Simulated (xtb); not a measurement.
Input for xtb: GFN1-xTB on N2 (SMILES N#N).

```
$ xtb mol.xyz --gfn 1 --sp --chrg 0 --uhf 0
2

N      0.24158190    -0.23289790    -1.00821241
N      0.46009790    -0.69625344    -0.04515045
```

The head of its log:

```
[...]
           -------------------------------------------------
          |                Calculation Setup                |
           -------------------------------------------------



           -------------------------------------------------
          |                 G F N 1 - x T B                 |
           -------------------------------------------------

        Reference                      10.1021/acs.jctc.7b00118
      * Hamiltonian:
        H0-scaling (s, p, d)           1.850000    2.250000    2.000000
        zeta-weighting                 0.000000
      * Dispersion:
        s8                             2.400000
        a1                             0.630000
        a2                             5.000000
        s9                             0.000000
      * Repulsion:
        kExp                           1.500000
        rExp                           1.000000
      * Coulomb:
        alpha                          2.000000
        third order                    atomic
        anisotropic                    false
      * Halogen bond correction:
        rad-scale                      1.300000
        damping                        0.440000


          ...................................................
          :                      SETUP                      :
          :.................................................:
          :  # basis functions                   8          :
          :  # atomic orbitals                   8          :
          :  # shells                            4          :
          :  # electrons                        10          :
          :  # halogen bonds                     0          :
          :  max. iterations                   250          :
          :  Hamiltonian                  GFN1-xTB          :
          :  restarted?                      false          :
          :  GBSA solvation                  false          :
          :  PC potential                    false          :
          :  electronic temp.          300.0000000     K    :
          :  accuracy                    1.0000000          :
          :  -> integral cutoff          0.2500000E+02      :
          :  -> integral neglect         0.1000000E-07      :
          :  -> SCF convergence          0.1000000E-05 Eh   :
          :  -> wf. convergence          0.2000000E-04 e    :
          :  Broyden damping             0.4000000          :
          :  net charge                          0          :
          :  unpaired electrons                  0          :
          ...................................................

 iter      E             dE          RMSdq      gap      omega  full diag
   1     -6.4214023 -0.642140E+01  0.497E+00    6.03       0.0  T
   2     -6.4214023 -0.235582E-08  0.298E+00    6.03       1.0  T
```

What total energy does the run end on?

-6.3333 hartree.
